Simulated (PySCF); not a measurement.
# Ag⁻ (silver, charge -1) across methods

[Kr] 4d10 5s2, closed-shell 1S. Computed with PySCF 2.14 in def2-QZVPPD with the def2 core potential (28 electrons) (7s5p4d4f2g, 88 functions), with a scalar-relativistic core potential.

```csv
method,E (hartree),mean ε 4p (eV),mean ε 4d (eV),mean ε 5s (eV),Σ⟨r²⟩ (bohr²),⟨S²⟩
LDA,-146.7710,-52.980,-0.855,0.980,67.47,0.000
UHF,-146.11755,-69.783,-7.863,-0.350,74.76,0.000
TPSSh,-146.9540,-55.157,-1.440,1.017,68.37,0.000
PW91,-147.1037,-53.073,-0.751,1.157,67.89,0.000
PBE0,-147.0081,-57.349,-2.625,0.619,69.08,0.000
PBE,-147.0343,-53.039,-0.732,1.176,68.38,0.000
r2SCAN,-147.0634,-54.994,-0.963,1.009,67.81,0.000
wB97X-V,-146.9739,-59.558,-5.111,-0.991,69.59,0.000
```

**Question.** Estimate the same row for BHandHLYP.

**Answer.** E (hartree) = -146.9158; mean ε 4p (eV) = -61.586; mean ε 4d (eV) = -4.402; mean ε 5s (eV) = 0.154; Σ⟨r²⟩ (bohr²) = 69.95; ⟨S²⟩ = 0.000.

Energies and moments cover only the electrons outside the core potential.

The highest occupied level is positive at LDA, TPSSh, PW91, PBE0, PBE, r2SCAN, BHandHLYP: only the finite basis holds that electron, which in a density functional comes from self-interaction.
